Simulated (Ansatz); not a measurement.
Cost and result for the atomization energy of C₃H₇BSi (`[SiH3]CC1=CB1`) (12 atoms, 12 bonds).

Z-matrix (Å, degrees):
```
Si
C 1 1.891
H 1 1.485 2 110.1
H 1 1.487 2 109.1 3 -120.0
H 1 1.485 2 109.7 3 120.3
C 2 1.465 1 109.5 3 -58.9
H 2 1.095 1 107.6 3 178.8
H 2 1.094 1 106.8 3 62.0
B 6 1.474 2 157.0 1 82.6
C 6 1.352 2 140.9 1 -90.9
H 9 1.183 6 152.6 2 5.1
H 10 1.082 6 138.8 2 -3.1
```

The species carries charge 0 and has multiplicity 1. Geometry: relaxed with PBE0-D4/def2-TZVP. It is one conformer, not always the lowest. Program: Ansatz. All runs use 4 threads of an Arm Neoverse V2 on a shared host. Times are those of one run each, without the atoms' runs, and a repeat can differ threefold. Electronic energies, without spin–orbit coupling; frozen cores. CCSD(T)/CBS adds CCSD(T) − MP2 in def2-TZVPP to the MP2 limit, and its time is that of the two runs behind it. T1 = 0.011. HSE06 is the plane-wave form, built on full-range PBE exchange.

CCSD(T)/CBS is a level of theory with its own doubt, some kJ/mol a heavy atom from the limit and from the frozen cores, so smaller differences don't rank the functionals.

```json
{"level": "LDA (SPW92)/def2-TZVPP", "functions": "264", "wall time": "1.4 s", "atomization (kJ/mol)": "5247.3", "difference from CCSD(T)/CBS": "631.8", "per bond": "52.7"}
{"level": "revPBE-D4/def2-TZVPP", "functions": "264", "wall time": "2.3 s", "atomization (kJ/mol)": "4624.1", "difference from CCSD(T)/CBS": "8.6", "per bond": "0.7"}
{"level": "BLYP-D4/def2-TZVPP", "functions": "264", "wall time": "2.3 s", "atomization (kJ/mol)": "4615.6", "difference from CCSD(T)/CBS": "0.1", "per bond": "0.0"}
{"level": "HSE06-D4/def2-TZVPP", "functions": "264", "wall time": "3.2 s", "atomization (kJ/mol)": "4677.8", "difference from CCSD(T)/CBS": "62.3", "per bond": "5.2"}
{"level": "BHLYP-D4/def2-TZVPP", "functions": "264", "wall time": "3.2 s", "atomization (kJ/mol)": "4551.5", "difference from CCSD(T)/CBS": "-64.0", "per bond": "-5.3"}
{"level": "CAM-B3LYP-D4/def2-TZVPP", "functions": "264", "wall time": "3.5 s", "atomization (kJ/mol)": "4661.7", "difference from CCSD(T)/CBS": "46.2", "per bond": "3.9"}
{"level": "CCSD(T)/def2-SVP", "functions": "109", "wall time": "4.3 s", "atomization (kJ/mol)": "4427.9", "difference from CCSD(T)/CBS": "-187.6", "per bond": "-15.6"}
{"level": "B2PLYP/def2-TZVPP", "functions": "264", "wall time": "6 s", "atomization (kJ/mol)": "4595.7", "difference from CCSD(T)/CBS": "-19.8", "per bond": "-1.6"}
{"level": "ωB97X-V/def2-TZVPP", "functions": "264", "wall time": "8 s", "atomization (kJ/mol)": "4654.8", "difference from CCSD(T)/CBS": "39.3", "per bond": "3.3"}
{"level": "B97M-V/def2-TZVPP", "functions": "264", "wall time": "10 s", "atomization (kJ/mol)": "4672.9", "difference from CCSD(T)/CBS": "57.4", "per bond": "4.8"}
{"level": "MP2/def2-QZVPP", "functions": "508", "wall time": "25 s", "atomization (kJ/mol)": "4646.3", "difference from CCSD(T)/CBS": "30.8", "per bond": "2.6"}
{"level": "CCSD(T)/def2-TZVPP", "functions": "264", "wall time": "2.3 min", "atomization (kJ/mol)": "4511.1", "difference from CCSD(T)/CBS": "-104.4", "per bond": "-8.7"}
{"level": "CCSD(T)/CBS(def2)", "functions": "–", "wall time": "2.7 min", "atomization (kJ/mol)": "4615.5", "difference from CCSD(T)/CBS": "0.0", "per bond": "0.0"}
```

In def2-TZVPP, CCSD(T) changes the Hartree–Fock value by +977.4 kJ/mol (the triples alone add +61.8 kJ/mol) and MP2 by +1050.8 kJ/mol; breaking electron pairs costs correlation energy, which Hartree–Fock lacks. From r2SCAN to r2SCAN0 (25 % exact exchange), in def2-TZVPP and without D4, the atomization energy moves by −45.9 kJ/mol: exact exchange takes away binding that semilocal exchange gives to molecules. The D4 term adds +39.7 kJ/mol with B3LYP and +21.0 kJ/mol with PBE0; it sums over pairs of atoms, weighted by their polarisabilities, and B3LYP, whose exchange is more repulsive, gets the larger term.

B3LYP here is the variant with VWN-RPA as its local correlation; programs differ in this.
